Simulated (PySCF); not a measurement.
How methods differ on the excitation energy of Ru

Ru [Kr] 4d7 5s1 (5F) → Ru [Kr] 4d8 (3F), as a difference of total energies. Calculation: PySCF 2.14, in aug-cc-pVTZ-PP with ECP28MDF; scalar relativity through the core potential. Correlated levels: valence: 4s2 4p6 frozen. The calculations carry no spin-orbit coupling.

```json
{"method": "UHF", "excitation energy (cm⁻¹)": "18505"}
{"method": "MP2 (valence)", "excitation energy (cm⁻¹)": "9266.5"}
{"method": "SCS-MP2 (valence)", "excitation energy (cm⁻¹)": "7045.7"}
{"method": "CCSD (valence)", "excitation energy (cm⁻¹)": "11468"}
{"method": "CCSD(T) (valence)", "excitation energy (cm⁻¹)": "10406"}
```
